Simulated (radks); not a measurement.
Values are calculated unless marked as measured or tabulated.
All-electron atom: Mn I in [Ar] 3d5 4s2 (the NIST ground configuration). Code: a radial shooting solver on a logarithmic mesh with Libxc functionals. Model: non-relativistic Kohn-Sham, PBEsol, spin-unpolarised, spherical densities, point nucleus. Some entries of the table are withheld. Estimate them.

orbital  occ.  eigenvalue (hartree)  <1/r> (bohr^-1)  <r> (bohr)
1s          2             -233.9864              (1)     0.06161
2s          2             -26.89864            5.217      0.2827
2p          6             -23.06619            5.167      0.2484
3s          2              -3.08517            1.639         (2)
3p          6              -1.99099            1.514      0.9081
3d          5              -0.25846            1.133       1.214
4s          2              -0.18544           0.4172       3.114
4p          0                   (3)           0.2904       4.478

Answer. 
(1) 1s <1/r> (bohr^-1): 24.50
(2) 3s <r> (bohr): 0.8607
(3) 4p eigenvalue (hartree): -0.05042
